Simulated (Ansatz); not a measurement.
System: sum formula SiN$_{2}$H$_{3}$Br$_{2}$, charge -1, multiplicity 1. It need not be the lowest isomer of its formula. Whether it binds its extra electron was not tested at this geometry. SMILES: [NH-][Si](Br)(N)Br
Geometry from a B3LYP-D3(BJ)/def2-TZVP (Ansatz, a quantum-chemistry and plane-wave program) optimisation:
```
Si
N 1 1.6112
H 2 1.0110 1 118.46
N 1 1.7299 2 114.37 3 -166.12
H 4 1.0094 1 115.75 2 -178.75
H 4 1.0111 5 110.37 1 130.47
Br 1 2.3596 2 121.16 3 75.25
Br 1 2.3946 2 115.76 3 -42.69
```
Charge -1, spin multiplicity 1.

Parts of the frozen-core correlation energy in def2-TZVPPD (Ansatz, hartree). Frozen orbitals: 35; correlated occupied orbitals by spin: 16 and 16; virtual: 236 and 236. No spin-orbit coupling. Non-relativistic.

```csv
term,value
reference (HF),-5544.65119
MP2 opposite-spin,-0.66263
MP2 same-spin,-0.22413
CCSD correlation,-0.92132
(T),-0.04241
T1 diagnostic,0.013
largest doubles amplitude,0.018
```
